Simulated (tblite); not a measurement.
Compound: C5H12P2.
Structure used (GFN2-xTB), in Å, numbered top down from 1:
```xyz
19
C5H12P2 angstrom
C      0.530    1.887   -0.256
P      0.361    0.251    0.589
C      1.544   -0.743   -0.457
P      3.323   -0.578    0.057
C     -1.176   -0.294   -0.256
C     -2.486   -0.039    0.434
C     -1.954   -1.430    0.342
H     -0.271    2.535    0.094
H      1.482    2.345    0.009
H      0.465    1.780   -1.339
H      1.455   -0.482   -1.518
H      1.280   -1.801   -0.351
H      3.333    0.815    0.135
H      3.076   -0.688    1.424
H     -1.159   -0.216   -1.340
H     -2.462    0.447    1.398
H     -3.338    0.233   -0.171
H     -1.574   -1.886    1.245
H     -2.438   -2.126   -0.327
```

Computed values, GFN2-xTB/tblite, gas phase, harmonic and unscaled. Against measured fundamentals such values can be off by several per cent, at times by over 20. Modes of hydrogen on phosphorus can be 10 to 20 % off. One conformer, not necessarily the lowest.

Harmonic wavenumbers (cm⁻¹): 40.8, 50.5, 109.3, 140.8, 155.7, 172.2, 233.3, 251.4, 309.2, 334.6, 622.3, 654.0, 670.4, 734.0, 751.2, 805.6, 826.4, 843.4, 863.9, 871.0, 912.5, 965.7, 993.2, 1029.6, 1068.0, 1068.9, 1074.8, 1084.5, 1140.0, 1152.2, 1154.9, 1215.1, 1317.8, 1329.3, 1400.4, 1435.6, 1438.5, 1452.1, 1480.4, 2261.4, 2328.1, 2903.4, 2923.3, 2976.9, 2983.6, 3009.1, 3013.9, 3076.5, 3077.0, 3079.5, 3096.0.

A = 3597, B = 904.5, C = 782.9 MHz; mass 134.041 u (most abundant isotopes); point group C1, symmetry number 1.

Task: What is the zero-point energy?

Result: Half the sum of the wavenumbers: 33441 cm⁻¹ = 400.04 kJ/mol.

Task: What is S at 273.15 K and 1 bar for an ideal gas of classical rigid rotors and harmonic oscillators?

Result: Translation 168.12, rotation 121.18, vibration 118.40: S = 407.7 J/(mol K).

Task: And Cp and H(273.15 K) − H(0)?

Result: Cp = 148.36 J/(mol K), of which vibrations give 115.10 (their classical limit is 51 R = 424.0); H(273.15 K) − H(0) = 25.57 kJ/mol without the zero-point energy, 16.48 from vibrations.

Task: What must be added to the electronic energy to get the Gibbs energy at 273.15 K and 1 bar?

Result: ZPE + [H(273.15 K) − H(0)] − T·S = 400.04 + 25.57 − 111.37 = 314.24 kJ/mol.

Task: How do the functions run with temperature in this model?

Result: 
```csv
T (K),S (J/(mol K)),Cp (J/(mol K)),H − H(0) (kJ/mol),G − H(0) (kJ/mol),ln q(vib)
150,335.2,100.6,10.38,-39.90,3.59
250,395.0,138.4,22.25,-76.51,6.36
298.15,421.2,159.3,29.41,-96.16,7.64
400,474.1,202.0,47.85,-141.77,10.31
600,569.1,266.8,95.16,-246.29,15.43
900,689.9,328.3,185.20,-435.75,22.67
```

q(vib) and H(0) count from the zero-point level.

Task: Which modes carry the vibrational entropy at 273.15 K?

Result: 40.8 cm⁻¹: 21.11; 50.5 cm⁻¹: 19.35; 109.3 cm⁻¹: 13.02; 140.8 cm⁻¹: 10.99; 155.7 cm⁻¹: 10.19; 172.2 cm⁻¹: 9.40 J/(mol K); the other 45 give 34.34 together.

Hindered rotation and anharmonicity are outside this model. Other conformers, if any are populated, would add a mixing term that is left out. The structure is chiral; the term R ln 2 for an equal mix with its mirror image is left out.
